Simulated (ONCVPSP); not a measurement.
## What one change does to a pseudopotential (zinc (Zn), ONCV)

ONCVPSP 4.0.1 input, shortened (lines: element, Z, core and valence counts, functional; n l f; lmax; l rc ep ncon nbas qcut; lloc lpopt rc5 dvloc0; l nproj debl; icmod fcfact rcfact), LDA (Perdew-Wang 92), scalar-relativistic:

```
  Zn 30.00    5    2  -001012      upf
    1    0    2.00
    2    0    2.00
    2    1    6.00
    3    0    2.00
    3    1    6.00
    3    2   10.00
    4    0    2.00
    2
    0    1.80    0.00    4    9    3.40
    1    1.90    0.10    4    7    5.10
    2    1.50    0.00    3    8    9.50
    4    5    1.45    0.00
    0    2    2.60
    1    2    2.80
    2    2    3.30
    3    2.50    1.10
```

All-electron outer shells of the reference configuration (LDA (PZ), scalar-relativistic, ld1.x):

```tsv
shell	level (eV)	outermost node (bohr)	outermost maximum (bohr)
3p	-83.26	0.25	0.59
3d	-10.42	–	0.56
4s	-6.23	0.85	2.09
```

Change: local potential polynomial inside 1.10 bohr (lpopt 5, dvloc0 -1 Ha).

Cutoffs: the cutoffs (Ha) at which the residual kinetic energy of the hardest occupied pseudo-wave falls to 1 and 0.1 mHa per electron; they do not see the model core or the augmentation charge, which bear on the density cutoff. Errors are all-electron minus pseudo energies relative to the spin-unpolarised reference configuration.

Task: Predict the effect on cutoff, ghosts and configuration errors.

Result: The potential gets neither clearly harder nor softer (39 Ha and 43 Ha → 39 Ha and 43 Ha); the lowest positive-energy flag moves from s at 98.2 eV to s at 16.1 eV; of the 4 tests that both files solve, the error grows in 1 and shrinks in 0 by more than 15 % and 0.3 meV (median size 12.5 → 12.8 meV); the range in which the s phases agree narrows (upper end 3.5 → 0.6); neither file shows a bound ghost.

| quantity | base | changed |
| --- | --- | --- |
| cutoff, loose | 39 Ha | 39 Ha |
| cutoff, tight | 43 Ha | 43 Ha |
| bound ghosts | none | none |
| GHOST(+) flags under 300 eV | s at 98.2 eV, p at 156.8 eV | s at 16.1 eV, p at 117.6 eV |
| error for 3d10 4s1, meV [ΔE 10.18 eV] | +1.8 | +2.2 |
| error for 3d10 4s0, meV [ΔE 28.95 eV] | +19 | +19 |
| error for 3d9 4s0, meV [ΔE 69.84 eV] | +121 | +122 |
| error for 3d10 4s0 4p2, meV [ΔE 10.75 eV] | +6.3 | +6.5 |
| s: phases at 1.83 bohr within 0.05 rad from the reference energy up to (Ha; the scan ends near 5) | 3.5 | 0.6 |
| p: phases at 1.93 bohr within 0.05 rad from the reference energy up to (Ha; the scan ends near 5) | 4.3 | 4.0 |
| d: phases at 1.52 bohr within 0.05 rad from the reference energy up to (Ha; the scan ends near 5) | to the end of the scan | to the end of the scan |
| rms error of d²Exc/dni dnj with the model core, mHa | 5.71 | 5.71 |
